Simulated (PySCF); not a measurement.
# SMILES CC[C@@]1(CF)C/C1=C\Cl, C7H10ClF

Molfile (atoms numbered from 1):
```
C7H10ClF
     RDKit          3D

 19 19  0  0  0  0  0  0  0  0999 V2000
   -2.2769   -0.5617    0.2507 C   0  0  0  0  0  0  0  0  0  0  0  0
   -0.9845   -0.6658   -0.5554 C   0  0  0  0  0  0  0  0  0  0  0  0
    0.1200    0.2182    0.0003 C   0  0  1  0  0  0  0  0  0  0  0  0
   -0.0781    1.7023   -0.2219 C   0  0  0  0  0  0  0  0  0  0  0  0
   -0.1109    1.9892   -1.5671 F   0  0  0  0  0  0  0  0  0  0  0  0
    0.8270   -0.2076    1.2760 C   0  0  0  0  0  0  0  0  0  0  0  0
    1.5057   -0.2836   -0.0211 C   0  0  0  0  0  0  0  0  0  0  0  0
    2.5701   -0.5749   -0.7190 C   0  0  0  0  0  0  0  0  0  0  0  0
    4.0146   -1.1973    0.0126 Cl  0  0  0  0  0  0  0  0  0  0  0  0
   -2.0913   -0.7780    1.3006 H   0  0  0  0  0  0  0  0  0  0  0  0
   -3.0067   -1.2750   -0.1236 H   0  0  0  0  0  0  0  0  0  0  0  0
   -2.7091    0.4327    0.1747 H   0  0  0  0  0  0  0  0  0  0  0  0
   -1.1703   -0.3807   -1.5930 H   0  0  0  0  0  0  0  0  0  0  0  0
   -0.6372   -1.7006   -0.5517 H   0  0  0  0  0  0  0  0  0  0  0  0
   -1.0309    2.0491    0.1922 H   0  0  0  0  0  0  0  0  0  0  0  0
    0.7479    2.2819    0.2017 H   0  0  0  0  0  0  0  0  0  0  0  0
    0.5178   -1.1317    1.7439 H   0  0  0  0  0  0  0  0  0  0  0  0
    1.1401    0.5500    1.9811 H   0  0  0  0  0  0  0  0  0  0  0  0
    2.6429   -0.4572   -1.7882 H   0  0  0  0  0  0  0  0  0  0  0  0
  1  2  1  0
  3  2  1  6
  3  4  1  0
  4  5  1  0
  3  6  1  0
  6  7  1  0
  7  8  2  0
  8  9  1  0
  7  3  1  0
  1 10  1  0
  1 11  1  0
  1 12  1  0
  2 13  1  0
  2 14  1  0
  4 15  1  0
  4 16  1  0
  6 17  1  0
  6 18  1  0
  8 19  1  0
M  END
```

Theory: GIAO BHandHLYP/pcSseg-1 magnetisability, rotational g tensor and spin-rotation constants, non-relativistic, gas phase in PySCF. Geometry: GFN2-xTB.

Give the nuclear spin-rotation constants along the inertial axes (H = +C I·J) beside the isotropic shieldings.

Rotational constants 2.2695, 0.6844, 0.5934 GHz. A star marks the isotopologue with that one atom substituted, in its own axes.
```tsv
atom	isotope	Caa (kHz)	Cbb (kHz)	Ccc (kHz)	mean (kHz)	σ (ppm)
F5	19F	0.494	0.114	0.225	0.278	427.9
Cl9	35Cl	0.294	0.178	0.164	0.212	771.5
H10	1H	-0.233	-0.044	-0.023	-0.100	31.0
H11	1H	-0.193	-0.047	-0.028	-0.089	30.7
H12	1H	-0.108	-0.038	-0.057	-0.068	30.6
H13	1H	-0.215	-0.036	-0.018	-0.090	29.5
H14	1H	-0.154	-0.035	-0.053	-0.081	31.1
H15	1H	0.100	-0.067	-0.049	-0.005	26.8
H16	1H	-0.103	-0.051	-0.023	-0.059	28.1
H17	1H	-0.267	0.012	-0.067	-0.107	30.8
H18	1H	-0.263	-0.074	0.006	-0.110	30.9
H19	1H	-0.237	-0.019	0.011	-0.082	25.2
C1	13C*	0.298	0.097	0.075	0.157	174.1
C2	13C*	0.342	0.112	0.091	0.182	159.4
C3	13C*	0.495	0.087	0.084	0.222	155.1
C4	13C*	0.636	0.162	0.126	0.308	100.6
C6	13C*	0.313	0.079	0.088	0.160	173.6
C7	13C*	0.999	0.165	0.190	0.451	43.5
C8	13C*	0.781	0.177	0.178	0.379	63.6
```
For the geometry as given, no vibrational averaging.
